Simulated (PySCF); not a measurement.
Br2, SMILES BrBr (connectivity only; charge and spin as stated), charge -1, multiplicity 2. Coordinates come from a PBE0-D3(BJ)/def2-TZVPD optimisation.

The numbers are results of PBE0-D3(BJ)/def2-TZVPD (PySCF 2.14.0), not measurements.

Harmonic wavenumbers (cm⁻¹): 141. Rotational constants (GHz): 1.524 (linear); symmetry number 2.

### Question
Work out the zero-point energy and the ideal-gas rigid-rotor harmonic-oscillator thermochemistry at 298.15 K and 1 atm.

### Answer
ZPE = ½ Σ hcν = ½ × 141 cm⁻¹ = 0.85 kJ/mol. H − E(el) = 11.25 kJ/mol. Entropy in J/(mol K): translation 172.03, rotation 71.67, vibration 11.66, spin 5.76, total 261.12. G − E(el) = -66.60 kJ/mol. Cp = 37.10 J/(mol K). Modes under 150 cm⁻¹ make the vibrational entropy uncertain.
